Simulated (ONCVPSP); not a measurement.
**What one change does to a pseudopotential (boron, ONCV)**

```
Element                 : B
Generator               : ONCVPSP 4.0.1
Type                    : optimised norm-conserving Vanderbilt (ONCV)
Functional              : PBE
Relativity              : scalar-relativistic
Frozen core             : [He]
Valence charge          : 3
Reference configuration : 2s2 2p1
Partial waves           : 2s: rc 1.70 bohr, ncon 4, nbas 8, qcut 4.2 1/bohr, 2 projectors, debl 3.4 Ha; 2p: rc 4.00 bohr, ncon 4, nbas 8, qcut 2.7 1/bohr, 2 projectors, debl 0.5 Ha; d scattering state at 0.41 Ha: rc 3.00 bohr, ncon 4, nbas 7, qcut 3.4 1/bohr, 2 projectors, debl 1.4 Ha
Local potential         : polynomial inside 1.65 bohr (lpopt 5, dvloc0 0 Ha)
Core correction         : Teter function, fcfact 3.75, rcfact 1.75
```

All-electron outer shells of the reference configuration (PBE, scalar-relativistic, ld1.x):

| shell | level (eV) | outermost node (bohr) | outermost maximum (bohr) |
| --- | --- | --- | --- |
| 1s | -180.59 | – | 0.21 |
| 2s | -9.44 | 0.46 | 1.52 |
| 2p | -3.61 | – | 1.57 |

Change: reference 2s2; wave 2p: rc 4.00 bohr, ncon 4, nbas 8, qcut 2.7 1/bohr, 2 projectors, debl 0.5 Ha becomes p scattering state at 0.14 Ha: rc 4.00 bohr, ncon 4, nbas 8, qcut 2.7 1/bohr, 2 projectors, debl 0.5 Ha. In the p channel the program set the typed energies aside and used -0.491, 0.050 Ha.

Cutoffs: the cutoffs (Ha) at which the residual kinetic energy of the hardest occupied pseudo-wave falls to 1 and 0.1 mHa per electron; they do not see the model core or the augmentation charge, which bear on the density cutoff. Errors are all-electron minus pseudo energies relative to the spin-unpolarised reference configuration.

Task: What does the change do?

Result: The potential gets harder (8.0 Ha and 35 Ha → 8.5 Ha and 46 Ha); neither file shows a bound ghost.

| quantity | base | changed |
| --- | --- | --- |
| cutoff, loose | 8.0 Ha | 8.5 Ha |
| cutoff, tight | 35 Ha | 46 Ha |
| bound ghosts | none | none |
| GHOST(+) flags under 300 eV | none | none |
| largest error over its own tests, meV | +1064 | +906 |
| s: phases at 1.73 bohr within 0.05 rad from the reference energy up to (Ha; the scan ends near 5) | to the end of the scan | to the end of the scan |
| p: phases at 4.07 bohr within 0.05 rad from the reference energy up to (Ha; the scan ends near 5) | 1.5 | 1.0 |
| d: phases at 3.05 bohr within 0.05 rad from the reference energy up to (Ha; the scan ends near 5) | 4.0 | 3.6 |
| rms error of d²Exc/dni dnj with the model core, mHa | 2.35 | 2.39 |

Base: The cutoffs count occupied waves only; projector 2 of the s channel, the hardest unoccupied one, needs 24 Ha at the loose tolerance. Changed file: The cutoffs count occupied waves only; projector 2 of the s channel, the hardest unoccupied one, needs 23 Ha at the loose tolerance.
